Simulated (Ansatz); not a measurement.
Molecule: sum formula H3SiO, net charge 1, singlet state. It need not be the lowest isomer of its formula. SMILES: [OH+]=[SiH2]
Geometry: optimised at B3LYP-D3(BJ)/def2-TZVP (Ansatz, an electronic-structure program).

Parts of the frozen-core correlation energy in STO-3G (Ansatz, hartree). Frozen orbitals: 6; correlated occupied orbitals by spin: 6 and 6; virtual: 5 and 5. No spin-orbit coupling. Non-relativistic.

```csv
term,value
reference (HF),-360.97194
MP2 opposite-spin,-0.07413
MP2 same-spin,-0.01347
CCSD correlation,-0.11125
(T),-0.00581
FCI minus CCSD(T),-0.00050
T1 diagnostic,0.031
largest doubles amplitude,0.112
```
